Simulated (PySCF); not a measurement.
Diatomics of K with the second period

PBE0 with triple-zeta basis sets in PySCF, for the lowest determinant that a PBE0 search found; no spin–orbit coupling. De refers to high-spin ground-configuration atoms. A positive dipole means M(−)K(+).

```csv
M,basis,state (unpaired electrons),Re (Å),ωe (cm⁻¹),De (eV),μ (D)
Be,pcseg-2,doublet (σ ↑),3.397,164,0.28,3.70
B,def2-TZVPP,"triplet (σ ↑, π ↑)",2.866,268,0.96,7.89
C,def2-TZVPP,"quartet (σ ↑, π ↑↑)",2.547,355,2.16,9.12
N,def2-TZVPP,triplet (π ↑↑),2.577,297,0.97,7.48
F,x2c-TZVPPall,singlet (closed shell),2.187,427,4.73,8.53
```

The shortest bond is that of KF (2.187 Å), the longest that of KBe (3.397 Å). KF is bound most strongly (4.73 eV) and KBe least (0.28 eV).

The rows differ in basis set, which adds steps of its own.

The state changes along the series, so neighbouring rows are not always alike in their bonding.

Weak bonds: KBe. Basis-set superposition, not corrected here, can be much of De in a small basis, most of all at correlated wavefunction levels. Functionals without a dispersion term scatter widely for such bonds, and LDA overbinds them. States were picked by a PBE0 search and need not be the measured ground states.
